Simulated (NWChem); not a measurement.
System: SnN3H7; SMILES [NH2][SnH]([NH2])[NH2]

NWChem input:

```
start job
memory heap 200 mb stack 900 mb global 1100 mb
geometry units angstroms noautoz
  Sn     0.025616     0.017671    -0.206403
  N      0.043334     1.926578     0.601810
  N      1.555085    -1.177709     0.490925
  N     -1.621902    -1.008261     0.521763
  H      0.251105     0.203775    -1.922361
  H     -0.415222     1.935519     1.523868
  H     -0.484385     2.583580     0.009902
  H      2.466331    -0.775213     0.230867
  H      1.541517    -1.203411     1.520377
  H     -2.498136    -0.629182     0.136445
  H     -1.579597    -1.992587     0.220218
end
basis spherical
  Sn library def2-svp
  N library def2-svp
  H library def2-svp
end
ecp
  Sn library def2-ecp
end
dft
  xc m06-l
  grid coarse
  iterations 150
  mulliken
end
task dft gradient
```

Parts of the log:

```
             Northwest Computational Chemistry Package (NWChem) 7.3.0
             --------------------------------------------------------

 C1  symmetry detected

                             Geometry "geometry" -> ""
                             -------------------------

 Output coordinates in angstroms (scale by  1.889725989 to convert to a.u.)

  No.       Tag          Charge          X              Y              Z
 ---- ---------------- ---------- -------------- -------------- --------------
    1 Sn                  50.0000     0.02597861     0.02268185    -0.24106479
    2 N                    7.0000     0.37257491     1.90396540     0.55774140
    3 N                    7.0000     1.32150663    -1.41657543     0.46930182
    4 N                    7.0000    -1.77762280    -0.69680063     0.48450029
    5 H                    1.0000     0.28679866     0.15693928    -1.95685606
    6 H                    1.0000    -0.08086016     1.99780243     1.47759777
    7 H                    1.0000    -0.03056467     2.63937855    -0.03987054
    8 H                    1.0000     2.28984948    -1.18024619     0.21149746
    9 H                    1.0000     1.29984015    -1.43366061     1.49879430
   10 H                    1.0000    -2.57308738    -0.17325521     0.09322907
   11 H                    1.0000    -1.90611767    -1.67517623     0.18804284

 Effective nuclear repulsion energy (a.u.)     408.1698752596

                                 NWChem DFT Module
                                 -----------------

 Summary of "ao basis" -> "ao basis" (spherical)
 ------------------------------------------------------------------------------
       Tag                 Description            Shells   Functions and Types
 ---------------- ------------------------------  ------  ---------------------
 Sn                         def2-svp                10       26   4s4p2d
 N                          def2-svp                 6       14   3s2p1d
 H                          def2-svp                 3        5   2s1p

            General Information
            -------------------
          SCF calculation type: DFT
          Wavefunction type:  closed shell.
          No. of atoms     :    11
          No. of electrons :    50
           Alpha electrons :    25
            Beta electrons :    25
          Charge           :     0
          Spin multiplicity:     1
          Use of symmetry is: off; symmetry adaption is: off
          Maximum number of iterations: 150
          AO basis - number of functions:   103
                     number of shells:    49
          Convergence on energy requested:  1.00D-06
          Convergence on density requested:  1.00D-05
          Convergence on gradient requested:  5.00D-04

              XC Information
              --------------
                        M06-L Method XC Functional
                         M06-L Exchange Functional  1.000
                       M06-L Correlation Potential  1.000

             Grid Information
             ----------------
          Grid used for XC integration:  coarse
          Radial quadrature: Mura-Knowles
          Angular quadrature: Lebedev.
          Tag              B.-S. Rad. Rad. Pts. Rad. Cut. Ang. Pts.
          ---              ---------- --------- --------- ---------
          Sn                  1.45      104           8.0       302
          N                   0.65       35          11.0       302
          H                   0.35       35          12.0       302
          Grid pruning is: on
          Number of quadrature shells:   454
          Spatial weights used:  Erf1

      Superposition of Atomic Density Guess
      -------------------------------------

 Sum of atomic energies:        -415.32324083

      Non-variational initial energy
      ------------------------------

 Total energy =    -380.861571
 1-e energy   =   -1028.753600
 2-e energy   =     432.591590
 HOMO         =      -0.337784
 LUMO         =      -0.004168

     ---------------------------------------------
      Total Density - Mulliken Population Analysis
     ---------------------------------------------

    Atom       Charge   Shell Charges
 -----------   ------   -------------------------------------------------------
    1 Sn  22    20.67   1.60  0.42  0.86  0.23  3.26  2.74  0.93  0.45  9.77  0.41
    2 N    7     7.89   1.99  1.05  0.52  2.51  1.80  0.01
    3 N    7     7.88   1.99  1.06  0.52  2.51  1.79  0.01
    4 N    7     7.88   1.99  1.05  0.52  2.51  1.80  0.01
    5 H    1     1.09   0.62  0.46  0.01
    6 H    1     0.77   0.60  0.13  0.04
    7 H    1     0.76   0.59  0.13  0.04
    8 H    1     0.76   0.59  0.13  0.04
    9 H    1     0.77   0.60  0.13  0.04
   10 H    1     0.76   0.59  0.13  0.04
   11 H    1     0.77   0.59  0.13  0.04

[...]

                         DFT ENERGY GRADIENTS

    atom               coordinates                        gradient
                 x          y          z           x          y          z
   1 Sn      0.049092   0.042862  -0.455546   -0.001432   0.000255   0.001268
   2 N       0.704064   3.597973   1.053978    0.007113  -0.001976  -0.000552
   3 N       2.497285  -2.676939   0.886852   -0.004361  -0.004532  -0.004001
   4 N      -3.359220  -1.316762   0.915573    0.002756   0.001055   0.007118
   5 H       0.541971   0.296572  -3.697922    0.001249   0.000301  -0.004018
   6 H      -0.152804   3.775299   2.792255   -0.003154  -0.000872   0.007397
   7 H      -0.057759   4.987702  -0.075344   -0.002912   0.004763  -0.005969
   8 H       4.327188  -2.230342   0.399672    0.006756   0.002635  -0.003506
   9 H       2.456342  -2.709226   2.832311   -0.001593   0.000441   0.007846
  10 H      -4.862430  -0.327405   0.176177   -0.004922   0.005479  -0.003246
  11 H      -3.602040  -3.165624   0.355349    0.000500  -0.007550  -0.002338
```

Level: M06-L/def2-SVP with def2 effective core potentials on Sn. Coordinates come from a PBE-D3(BJ)/def2-SVP optimisation. No frequency run checked for a minimum. def2 effective core potentials on Sn; no spin-orbit coupling.
